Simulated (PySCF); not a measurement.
## Field gradients at the hydrogen positions

C₄H₁₂OSi₂.
Atom-mapped SMILES: `[CH2:1]=[CH:2][CH2:3][CH2:4][SiH2:5][SiH2:6][OH:7]` (hydrogens: H8, H9 on C1; H10 on C2; H11, H12 on C3; H13, H14 on C4; H15, H16 on Si5; H17, H18 on Si6; H19 on O7)

Geometry (GFN2-xTB, Å), atoms numbered from 1 in this order:
```
atom  x, y, z in Å
C1    -3.466    0.227   -0.401
C2    -2.368   -0.279    0.128
C3    -0.987    0.230   -0.128
C4    -0.150   -0.815   -0.873
Si5    1.641   -0.232   -1.184
Si6    2.776    0.074    0.796
O7     2.066    1.406    1.418
H8    -4.442   -0.184   -0.206
H9    -3.435    1.085   -1.054
H10   -2.426   -1.145    0.777
H11   -0.504    0.466    0.824
H12   -1.034    1.148   -0.717
H13   -0.141   -1.742   -0.294
H14   -0.644   -1.050   -1.819
H15    2.296   -1.268   -2.002
H16    1.571    0.967   -2.036
H17    4.219    0.325    0.675
H18    2.667   -1.011    1.786
H19    2.352    1.807    2.235
```

Level: PBE0/pcSseg-1 (PySCF, non-relativistic); Q(2H) = 0.00286 b; rigid geometry, the same for H and D, with no vibrational averaging.

Question: Rank these positions by the coupling χzz of a deuteron there, largest first.
A. H18 (Si–H hydrogen)
B. H8 (vinylic hydrogen)
C. H12 (methylene hydrogen)
D. H19 (hydroxyl hydrogen)
E. H11 (methylene hydrogen)
F. H10 (vinylic hydrogen)

Answer: D (346 kHz), B (227 kHz), F (217 kHz), C (204 kHz), E (199 kHz), A (104 kHz).

Q: Tabulate Vzz, the asymmetry η and χzz = 234.96 MHz × Q × Vzz for every hydrogen position.

A: 
| atom | bonded to | bond length (Å) | Vzz (au) | η | χzz (kHz) |
| --- | --- | --- | --- | --- | --- |
| H8 | C1 | 1.077 | 0.3383 | 0.05 | 227 |
| H9 | C1 | 1.078 | 0.3357 | 0.06 | 226 |
| H10 | C2 | 1.084 | 0.3226 | 0.05 | 217 |
| H11 | C3 | 1.094 | 0.2968 | 0.03 | 199 |
| H12 | C3 | 1.092 | 0.3032 | 0.04 | 204 |
| H13 | C4 | 1.093 | 0.3083 | 0.03 | 207 |
| H14 | C4 | 1.092 | 0.3091 | 0.03 | 208 |
| H15 | Si5 | 1.473 | 0.1582 | 0.00 | 106 |
| H16 | Si5 | 1.473 | 0.1588 | 0.02 | 107 |
| H17 | Si6 | 1.470 | 0.1562 | 0.04 | 105 |
| H18 | Si6 | 1.473 | 0.1541 | 0.04 | 104 |
| H19 | O7 | 0.953 | 0.5145 | 0.06 | 346 |

Q: Average by the element that carries the hydrogen.

A: on C: 213 kHz over 7 positions, mean bond length 1.087 Å; on Si: 105 kHz over 4 positions, mean bond length 1.472 Å; on O: 346 kHz over 1 position, mean bond length 0.953 Å.

Q: How does χzz go with the bond length over the 7 C–H bonds?

A: A straight-line fit has a slope of -14.7 kHz for each 0.01 Å, with a correlation coefficient of -0.97, over lengths from 1.077 to 1.094 Å. The longer bonds have the smaller couplings here.

Isolated species at its GFN2-xTB geometry (one conformer only). GFN2-xTB bond lengths can be off by several hundredths of an ångström, more for odd bonds, and the gradients follow them. A larger basis could move these couplings by a tenth or more.

The run behind these numbers computed NMR shieldings as well. Hardware: one thread, Arm Neoverse N1 (aarch64) (shared host). Cost: 72 s wall (with the writing of density and orbital grids), 0.85 GiB resident at most.
